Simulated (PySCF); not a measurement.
Species: C3H10NOSi (doublet state).
Cartesian coordinates in Å at the GFN2-xTB level; atoms count from 1:
```xyz
16
C3H10NOSi angstrom
C     -2.3127   -0.2301   -0.4994
C     -0.9969    0.5241   -0.4398
O     -0.5289    0.5648    0.8812
C      0.7364    1.0868    1.0213
Si     2.0909   -0.2549    0.4574
N      1.6515   -0.5607   -1.1095
H     -2.6585   -0.2846   -1.5277
H     -2.1812   -1.2374   -0.1138
H     -3.0655    0.2733    0.1025
H     -1.1037    1.5466   -0.8322
H     -0.2133    0.0207   -1.0530
H      0.8951    1.3038    2.0731
H      0.8917    1.9779    0.4119
H      2.0640   -1.2260    1.5567
H      3.2917    0.5825    0.5193
H      1.4317   -1.4809   -1.4593
```

The hyperfine couplings belong to this conformer and change with its torsions.

The species is `O(CC)C[SiH2][NH]` [radical].

Computed, not measured: UKS B3LYP, pcH-1 on C H N O Si, non-relativistic, mean-field spin-orbit, GIAO (PySCF 2.14.0). Isolated species at its GFN2-xTB geometry (one conformer only). Couplings are sensitive to structure, and on GFN2-xTB geometries they can be far from those on DFT ones. The SCF solution wasn't tested for stability.

(1) Match the computed a_iso(13C) values +45.5, +14.5, -0.5 MHz with the sites C1; C2; C4.

(2) Match the computed a_iso(1H) values +59.1, -39.3, +34.5, +12.5, +3.2 MHz (means over equivalent nuclei) with the sites H7/H8/H9; H10/H11; H12/H13; H14/H15; H16.

Answers

(1) 
```csv
site,a_iso (MHz),ρ(0) (bohr⁻³),position,distance from N6 (Å),spin population,largest |T| (MHz)
C1,-0.5,-0.0005,5 bonds from N6,4.02,0.00,1.3
C2,+14.5,+0.0128,4 bonds from N6,2.94,+0.05,15.0
C4,+45.5,+0.0404,2 bonds from N6,2.84,+0.14,28.7
```

(2) 
```csv
site,a_iso (MHz),ρ(0) (bohr⁻³),position,distance from N6 (Å),bound to,spin population there,largest |T| (MHz)
H7/H8/H9,+3.2,+0.0007,6 bonds from N6,4.43,C1,0.00,2.4
H10/H11,+34.5,+0.0077,5 bonds from N6,2.72,C2,+0.05,16.3
H12/H13,+12.5,+0.0028,"3 bonds from N6, on C4 of spin population +0.14",3.41,C4,+0.14,7.6
H14/H15,+59.1,+0.0132,2 bonds from N6,2.68,Si5,-0.07,4.1
H16,-39.3,-0.0088,1 bond from N6,1.01,N6,+0.71,46.4
```

ρ(0) is the spin density at the nucleus and T the dipolar tensor; a_iso includes a spin–orbit part; entries for several nuclei are means. The largest Mulliken spin populations are on N6 (+0.71), C4 (+0.14), O3 (+0.10) and H15 (+0.07). No atom but N6 exceeds +0.15. The positive populations add up to 1.10 and the negative ones to -0.10, together 2S = 1.

β density exceeds α density at some nuclei, such as Si5 (-0.0542) and H16 (-0.0088), spin density in bohr⁻³. In a single determinant that takes different orbitals for the two spins, that is spin polarisation.

Class means assume fast exchange of nuclei equivalent by connectivity; if that motion is slow, each nucleus keeps its own coupling. The three 1H nuclei of mean +3.2 MHz run from 0.2 to 8.5 MHz in the frozen geometry. The 1H value of +59.1 MHz is a mean of couplings from -2.1 to 120.3 MHz in this one geometry, not an average over conformers. The 1H value of +34.5 MHz is a mean of couplings from 25.3 to 43.6 MHz in this one geometry, not an average over conformers.
